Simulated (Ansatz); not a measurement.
Ansatz (an electronic-structure program) input (B3LYP/LANL2DZ): The .json file is the Basis Set Exchange's LANL2DZ.

Ansatz 0.2 input:
```yaml
crystal:
  periodic: [false, false, false]
  atoms:
    - {symbol: Pb, position_ang: [-0.00000000, -0.00000000, -1.13060943]}
    - {symbol: I, position_ang: [0.00000000, 0.00000000, 1.74924477]}
basis:
  gaussian:
    orbitals: LANL2DZ.json
hamiltonian:
  xc: {name: B3LYP}
magnetization: {spin_polarized: true, initial_magnetization: 1}
phonons: {temperatures: {t_min: 298.15, t_max: 298.15, t_step: 100}}
```

Question: Which harmonic wavenumbers does it give?

Answer: 149 cm⁻¹ (unscaled; negative means imaginary).
